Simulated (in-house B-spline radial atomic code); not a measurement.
Spin-orbit splittings of orbital energies (j = l + 1/2 less j = l - 1/2) and ratios of mean radii (lower j over upper j) along the 18-electron series, configuration [Ne] 3s2 3p6. Computed with a radial B-spline atomic code at the basis-set limit: Dirac-Hartree-Fock, average of the configuration, finite nuclei.

```json
{"ion": "Sn32+", "Z": "50", "splitting of 2p (eV)": "235.58", "radius ratio of 2p": "0.95335", "splitting of 3p (eV)": "54.923", "radius ratio of 3p": "0.97326"}
{"ion": "Sb33+", "Z": "51", "splitting of 2p (eV)": "257.25", "radius ratio of 2p": "0.95138", "splitting of 3p (eV)": "60.339", "radius ratio of 3p": "0.97214"}
{"ion": "Te34+", "Z": "52", "splitting of 2p (eV)": "280.45", "radius ratio of 2p": "0.94936", "splitting of 3p (eV)": "66.16", "radius ratio of 3p": "0.97099"}
{"ion": "I35+", "Z": "53", "splitting of 2p (eV)": "305.26", "radius ratio of 2p": "0.94729", "splitting of 3p (eV)": "72.41", "radius ratio of 3p": "0.96981"}
{"ion": "Xe36+", "Z": "54", "splitting of 2p (eV)": "331.76", "radius ratio of 2p": "0.94518", "splitting of 3p (eV)": "79.11", "radius ratio of 3p": "0.96861"}
{"ion": "Cs37+", "Z": "55", "splitting of 2p (eV)": "360.04", "radius ratio of 2p": "0.94302", "splitting of 3p (eV)": "86.286", "radius ratio of 3p": "0.96738"}
{"ion": "Ba38+", "Z": "56", "splitting of 2p (eV)": "390.19", "radius ratio of 2p": "0.9408", "splitting of 3p (eV)": "93.961", "radius ratio of 3p": "0.96611"}
{"ion": "La39+", "Z": "57", "splitting of 2p (eV)": "422.31", "radius ratio of 2p": "0.93854", "splitting of 3p (eV)": "102.16", "radius ratio of 3p": "0.96482"}
{"ion": "Ce40+", "Z": "58", "splitting of 2p (eV)": "456.47", "radius ratio of 2p": "0.93623", "splitting of 3p (eV)": "110.92", "radius ratio of 3p": "0.9635"}
{"ion": "Pr41+", "Z": "59", "splitting of 2p (eV)": "?", "radius ratio of 2p": "?", "splitting of 3p (eV)": "?", "radius ratio of 3p": "?"}
{"ion": "Nd42+", "Z": "60", "splitting of 2p (eV)": "531.39", "radius ratio of 2p": "0.93145", "splitting of 3p (eV)": "130.2", "radius ratio of 3p": "0.96076"}
{"ion": "Pm43+", "Z": "61", "splitting of 2p (eV)": "572.35", "radius ratio of 2p": "0.92898", "splitting of 3p (eV)": "140.78", "radius ratio of 3p": "0.95934"}
{"ion": "Sm44+", "Z": "62", "splitting of 2p (eV)": "615.8", "radius ratio of 2p": "0.92646", "splitting of 3p (eV)": "152.04", "radius ratio of 3p": "0.95789"}
{"ion": "Eu45+", "Z": "63", "splitting of 2p (eV)": "661.85", "radius ratio of 2p": "0.92388", "splitting of 3p (eV)": "164.01", "radius ratio of 3p": "0.9564"}
{"ion": "Gd46+", "Z": "64", "splitting of 2p (eV)": "710.62", "radius ratio of 2p": "0.92125", "splitting of 3p (eV)": "176.71", "radius ratio of 3p": "0.95488"}
{"ion": "Tb47+", "Z": "65", "splitting of 2p (eV)": "762.25", "radius ratio of 2p": "0.91856", "splitting of 3p (eV)": "190.19", "radius ratio of 3p": "0.95333"}
{"ion": "Dy48+", "Z": "66", "splitting of 2p (eV)": "816.87", "radius ratio of 2p": "0.91582", "splitting of 3p (eV)": "204.48", "radius ratio of 3p": "0.95175"}
{"ion": "Ho49+", "Z": "67", "splitting of 2p (eV)": "874.61", "radius ratio of 2p": "0.91302", "splitting of 3p (eV)": "219.62", "radius ratio of 3p": "0.95012"}
{"ion": "Er50+", "Z": "68", "splitting of 2p (eV)": "935.61", "radius ratio of 2p": "0.91016", "splitting of 3p (eV)": "235.65", "radius ratio of 3p": "0.94847"}
{"ion": "Tm51+", "Z": "69", "splitting of 2p (eV)": "1000.04", "radius ratio of 2p": "0.90725", "splitting of 3p (eV)": "252.62", "radius ratio of 3p": "0.94677"}
{"ion": "Yb52+", "Z": "70", "splitting of 2p (eV)": "1068.04", "radius ratio of 2p": "0.90427", "splitting of 3p (eV)": "270.57", "radius ratio of 3p": "0.94504"}
{"ion": "Lu53+", "Z": "71", "splitting of 2p (eV)": "?", "radius ratio of 2p": "?", "splitting of 3p (eV)": "?", "radius ratio of 3p": "?"}
{"ion": "Hf54+", "Z": "72", "splitting of 2p (eV)": "1215.43", "radius ratio of 2p": "0.89813", "splitting of 3p (eV)": "309.58", "radius ratio of 3p": "0.94146"}
{"ion": "Ta55+", "Z": "73", "splitting of 2p (eV)": "?", "radius ratio of 2p": "?", "splitting of 3p (eV)": "?", "radius ratio of 3p": "?"}
{"ion": "W56+", "Z": "74", "splitting of 2p (eV)": "1379.18", "radius ratio of 2p": "0.89174", "splitting of 3p (eV)": "353.08", "radius ratio of 3p": "0.93772"}
```

**Question.** Fill in the row of Pr41+.

**Answer.** splitting of 2p (eV): 492.8; radius ratio of 2p: 0.93386; splitting of 3p (eV): 120.25; radius ratio of 3p: 0.96214.

**Question.** Fill in the row of Lu53+.

**Answer.** splitting of 2p (eV): 1139.78; radius ratio of 2p: 0.90123; splitting of 3p (eV): 289.54; radius ratio of 3p: 0.94327.

**Question.** Fill in the row of Ta55+.

**Answer.** splitting of 2p (eV): 1295.17; radius ratio of 2p: 0.89497; splitting of 3p (eV): 330.74; radius ratio of 3p: 0.93961.

**Question.** With what power of Z does the column «splitting of 3p (eV)» change over this range?

**Answer.** A fit of the logarithm of its size against log Z from Z = 50 to 74 has slope 4.74. An unscreened hydrogenic electron would give 4 at low Z; screening makes the apparent power larger near the neutral end, and relativity raises it again at high Z.
